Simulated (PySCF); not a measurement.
CH2NO, SMILES N=C=[OH+], charge +1. The structure is a stationary point at B3LYP-D3(BJ)/def2-TZVP. The isomer is the one that the SMILES or the coordinates give; other isomers of the formula were not compared.

Computed with PySCF with B3LYP-D3(BJ)/def2-TZVP.

Harmonic wavenumbers (cm⁻¹): 342, 488, 550, 555, 1088, 1246, 2494, 3591, 3672. Rotational constants (GHz): 753.9, 10.07, 9.940; symmetry number 1.

Problem. Work out the zero-point energy and the ideal-gas rigid-rotor harmonic-oscillator thermochemistry at 298.15 K and 1 atm.

Solution. ZPE = ½ Σ hcν = ½ × 14025 cm⁻¹ = 83.89 kJ/mol. H − E(el) = 96.48 kJ/mol. Entropy in J/(mol K): translation 155.95, rotation 79.47, vibration 12.85, total 248.27. G − E(el) = 22.46 kJ/mol. Cp = 56.72 J/(mol K).
